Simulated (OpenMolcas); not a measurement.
What dynamic correlation does to the levels of As I

| Item | Value |
| --- | --- |
| Program | OpenMolcas 26.06 |
| Basis | ANO-RCC-VQZP [7s6p4d2f1g] |
| Scalar Hamiltonian | DKH2, point nucleus |
| Active space | 3 electrons in 3 orbitals (4p) |
| State averaging | 2S+1 = 4 odd, 1 root; 2S+1 = 2 odd, 8 roots |
| Spin-orbit coupling | RASSI with atomic mean-field integrals over the reference wave functions, term energies averaged over their components |

Methods on the same reference wave functions:
A. CASSCF
B. SS-CASPT2, IPEA 0.25 Eh, imaginary shift 0.1 Eh (closed shells correlated: 3d 4s)

Energies in eV above 4s2 4p3 4S* 3/2, the measured ground level; measured values from NIST Handbook of Basic Atomic Spectroscopic Data.

| Level | A | B | Measured |
| --- | --- | --- | --- |
| 4s2 4p3 4S* 3/2 | 0.0000 | 0.0000 | 0.0000 |
| 4s2 4p3 2D* 3/2 | 1.7980 | 1.370 | 1.3133 |
| 4s2 4p3 2D* 5/2 | 1.8211 | 1.397 | 1.3533 |
| 4s2 4p3 2P* 1/2 | 3.0046 | 2.381 | 2.2548 |
| 4s2 4p3 2P* 3/2 | 3.0353 | 2.418 | 2.3120 |

Deviations, from unrounded energies. A percentage is the sum of absolute deviations over the sum of measured energies, with the sign that they share, or ± where signs differ.

```
                        Against measurement  Levels      A     B
             mean absolute deviation (cm-1)       4   4900   670
other terms of the ground configuration (%)       4  +33.5  +4.6
```

B lies closest to measurement on these levels. The largest miss of B in the table is 4s2 4p3 2P* 1/2, by +1000 cm-1. The ranking rests on the paired levels alone, and a cruder setting can come out closer through cancelling errors.

From A to B the spin-free energies of the other terms of 4s2 4p3 shown, above 4S*, scale by factors of 0.77 to 0.79.

The lowest spin-free term lies below A's lowest term by 0.173 hartree in B.

Term energies are means over components that CASPT2 splits; among the terms shown or strongly mixed into the levels shown the widest spread is 98 cm-1 (4s2 4p3 2D*, B). With the s shell closed, the reference lacks s² → p² mixing. Without dynamic correlation excited terms often stand tens of per cent too high (terms of higher spin than the ground term too low), and those without a measured partner can miss by more than the paired ones (holds for A). Computed and measured levels are paired by configuration, term and J; levels that our copy of the source lacks, or whose pairing is in doubt (as where it misses far off the trend of its configuration), stay unpaired and out of the deviations. Only configurations of the active space appear.

* marks odd parity.
